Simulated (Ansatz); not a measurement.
Input and output for K3O⁺ (the lowest singlet isomer of a short search).

```yaml
crystal:
  periodic: [false, false, false]
  atoms:
    - {symbol: K, position_ang: [-1.722892, 1.597231, 0.228666]}
    - {symbol: K, position_ang: [-0.401688, -2.257527, 0.561317]}
    - {symbol: K, position_ang: [2.124904, 0.660734, -0.788335]}
    - {symbol: O, position_ang: [-0.000314, -0.000438, -0.001658]}
basis:
  gaussian: {orbitals: def2-TZVP, point_charges: [{charge: 0.50, position_ang: [5.770, 0.687, -0.280]}]}
total_charge: 1
magnetization: {spin_polarized: false, initial_magnetization: 2}
hamiltonian: {xc: {name: B3LYP}}
```

```sh
$ ansatz run in.yaml --threads 4 --pin off --events-out ev --progress --plain --max-ram 3916MiB
```

Output, abridged:

```
Functional definition: B3LYP
1172 factors; integrals over basis functions are off by at most 5.6e-4 eV
mean field evaluation 1: about -50966.8169 eV, gradient 1.4e2 eV
mean field evaluation 2: about -50966.9381 eV, gradient 1.4e2 eV
mean field evaluation 4: about -50937.0362 eV, gradient 1.7e2 eV
mean field evaluation 8: about -51017.1821 eV, gradient 3.3e0 eV
mean field evaluation 16: about -51017.5196 eV, gradient 1.3e0 eV
mean field evaluation 32: about -51017.5955 eV, gradient 2.6e-5 eV
mean field evaluation 64: about -50991.3769 eV, gradient 1.1e2 eV
mean field evaluation 96: about -50976.5163 eV, gradient 1.8e2 eV
mean field evaluation 128: about -50947.1508 eV, gradient 1.8e2 eV
mean field evaluation 160: about -50959.2149 eV, gradient 1.4e2 eV
mean field evaluation 192: about -51017.5299 eV, gradient 3.9e-1 eV
mean field evaluation 224: about -51017.5955 eV, gradient 2.2e-4 eV
mean field evaluation 256: about -51017.5955 eV, gradient 1.1e-3 eV
mean field evaluation 288: about -51017.5955 eV, gradient 8.9e-4 eV
mean field evaluation 320: about -51017.5815 eV, gradient 2.1e0 eV
mean field evaluation 352: about -51017.5229 eV, gradient 1.3e0 eV
mean field -51017.59546233 eV, -1874.8620522725 hartree, gradient 6.9e-6 eV, S^2 2.000000; 11 other end points of the search recorded, 0 dependent functions left out
reference -51017.59570416 eV, -1874.8620611594 hartree; 33, 31 occupied and 97, 99 virtual orbitals, 1172 factors
Total energy: -51017.59570416 eV, -1874.8620611594 hartree
```

It took 47 s on 4 threads of Arm Neoverse V1 on a shared host.

B3LYP takes the VWN-RPA correlation.

With spin_polarized false and unpaired electrons the run is restricted open-shell.
